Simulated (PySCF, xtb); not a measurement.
H5OSi2, SMILES [SiH2]O[SiH3], multiplicity 2.

Geometry: B3LYP-D3(BJ)/def2-TZVP. The isomer is the one that the SMILES or the coordinates give; other isomers of the formula were not compared.

Method: IEF-PCM-PBE0/def2-SVP run with PySCF.

The values are the electrostatic part of the solvation free energy, E(continuum) − E(gas) at the gas-phase geometry, in a cavity of scaled van der Waals radii (PySCF's table); cavitation and dispersion terms are not included. The dipole moment in vacuum is 0.42 D.

| solvent | ε | ΔG(elec) (kcal/mol) | dipole (D) |
|---|---|---|---|
| water | 78.36 | -0.5 | 0.55 |
| cyclohexanone | 15.62 | -0.5 | 0.54 |
| methanol | 32.61 | -0.5 | 0.55 |

For comparison, GFN2-xTB/ALPB(water) (xtb, at the GFN2-xTB geometry, all terms of that model) gives 2.5 kcal/mol.
